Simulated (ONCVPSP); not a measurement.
## What one change does to a pseudopotential (W (Z = 74), ONCV)

tungsten, optimised norm-conserving Vanderbilt (ONCV), made with ONCVPSP 4.0.1 (LDA (Perdew-Zunger), scalar-relativistic). Core [Kr] 4d10 4f14, reference 5s2 5p6 5d4 6s1 6p1. Waves: 5s+6s: rc 1.35 bohr, ncon 3, nbas 6, qcut 7 1/bohr, 3 projectors, debl 3.2 Ha; 5p+6p: rc 1.80 bohr, ncon 4, nbas 7, qcut 6.6 1/bohr, 2 projectors; 5d: rc 2.60 bohr, ncon 5, nbas 10, qcut 5.9 1/bohr, 2 projectors, debl 1.6 Ha. Local part: polynomial inside 0.90 bohr (lpopt 5, dvloc0 0 Ha). Core correction: none.

Change: d: debl 2.65.

Cutoffs: the cutoffs (Ha) at which the residual kinetic energy of the hardest occupied pseudo-wave falls to 1 and 0.1 mHa per electron; they do not see the model core or the augmentation charge, which bear on the density cutoff. Errors are all-electron minus pseudo energies relative to the spin-unpolarised reference configuration.

Q: Predict the effect on cutoff, ghosts and configuration errors.

A: The potential gets neither clearly harder nor softer (22 Ha and 50 Ha → 22 Ha and 50 Ha); the errors of the 4 common tests hardly move; the range in which the d phases agree widens (upper end 3.4 → 4.8); neither file shows a bound ghost.

```tsv
quantity	base	changed
cutoff, loose	22 Ha	22 Ha
cutoff, tight	50 Ha	50 Ha
bound ghosts	none	none
GHOST(+) flags under 300 eV	s at 46.1 eV, d at 96.8 eV, p at 126.8 eV	s at 46.1 eV, d at 70.2 eV, p at 126.8 eV
error for 5s2 5p6 5d4 6s2 6p0, meV [ΔE -4.57 eV]	+1.5	+1.5
error for 5s2 5p6 5d4 6s1 6p0, meV [ΔE 4.56 eV]	-1.7	-1.7
error for 5s2 5p6 5d4 6s0 6p0, meV [ΔE 20.59 eV]	-4.1	-4.2
error for 5s2 5p6 5d5 6s0 6p0, meV [ΔE 5.41 eV]	+1.0	+1.0
s: phases at 1.37 bohr within 0.05 rad from the reference energy up to (Ha; the scan ends near 5)	to the end of the scan	to the end of the scan
p: phases at 1.83 bohr within 0.05 rad from the reference energy up to (Ha; the scan ends near 5)	4.0	4.0
d: phases at 2.63 bohr within 0.05 rad from the reference energy up to (Ha; the scan ends near 5)	3.4	4.8
```
